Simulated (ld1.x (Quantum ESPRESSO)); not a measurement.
Plane-wave convergence, TM potential for Pt (Z = 78)

```json
{
 "Element": "Pt",
 "Generator": "ld1.x (Quantum ESPRESSO) 7.5",
 "Type": "norm-conserving Troullier–Martins (Kleinman–Bylander form)",
 "Functional": "PBE",
 "Relativity": "fully relativistic",
 "Frozen core": "[Xe] 4f14",
 "Valence charge": "10",
 "Reference configuration": "5d9 6s1 6p0",
 "Partial waves": "6s (bound): rc 2.25 bohr; 6p (bound, empty): rc 2.60 bohr; 5d (bound): rc 1.65 bohr",
 "Local potential": "all-electron potential smoothed inside 2.40 bohr (lloc = -2)",
 "Core correction": "none"
}
```

Open shells are filled in proportion to 2j + 1 (rel_dist='average').

The pseudo-atom Hamiltonian at the reference potential is diagonalised in spherical Bessel functions j_l(qr) that vanish at 20 bohr, with q² up to the cutoff. All-electron valence levels (Ry): 6s -0.4171, 6p1/2 -0.0892, 6p3/2 -0.0540, 5d3/2 -0.5127, 5d5/2 -0.4151.

Task: How do the lowest levels (Ry) of each channel move with the cutoff, and are there ghosts?

Result:

| cutoff (Ry) | s #1 | p1/2 #1 | p3/2 #1 | d3/2 #1 | d5/2 #1 | d5/2 #2 | f #1 | Σ f·Δε (mRy) |
| --- | --- | --- | --- | --- | --- | --- | --- | --- |
| 8 | -0.4128 | -0.0885 | -0.0532 | 0.0526 | 0.0523 | 0.1047 | 0.1140 | 4563.8 |
| 10 | -0.4131 | -0.0890 | -0.0532 | 0.0297 | 0.0298 | 0.0837 | 0.1140 | 4359.7 |
| 15 | -0.4146 | -0.0891 | -0.0538 | -0.1386 | -0.1223 | 0.0698 | 0.1140 | 2931.0 |
| 21 | -0.4169 | -0.0892 | -0.0538 | -0.3804 | -0.3216 | 0.0674 | 0.1140 | 981.9 |
| 25 | -0.4170 | -0.0892 | -0.0539 | -0.4392 | -0.3659 | 0.0672 | 0.1140 | 530.8 |
| 30 | -0.4170 | -0.0892 | -0.0539 | -0.4875 | -0.4000 | 0.0670 | 0.1140 | 172.9 |
| 40 | -0.4172 | -0.0892 | -0.0539 | -0.5115 | -0.4146 | 0.0670 | 0.1140 | 7.4 |
| 50 | -0.4172 | -0.0892 | -0.0539 | -0.5126 | -0.4150 | 0.0670 | 0.1140 | 1.2 |
| 55 | -0.4172 | -0.0892 | -0.0539 | -0.5126 | -0.4150 | 0.0670 | 0.1140 | 1.2 |
| 60 | -0.4172 | -0.0892 | -0.0539 | -0.5126 | -0.4151 | 0.0670 | 0.1140 | 0.9 |
| 80 | -0.4172 | -0.0892 | -0.0539 | -0.5127 | -0.4152 | 0.0670 | 0.1140 | 0.1 |
| 400 | -0.4172 | -0.0892 | -0.0539 | -0.5127 | -0.4152 | 0.0670 | 0.1140 | 0.0 |

Result: no extra level below or beside the all-electron valence levels (s, p1/2, p3/2, d3/2, d5/2, f tested); 10 mRy is reached at 40 Ry and 1 mRy at 60 Ry.

Its largest configuration-test error is -397 meV.
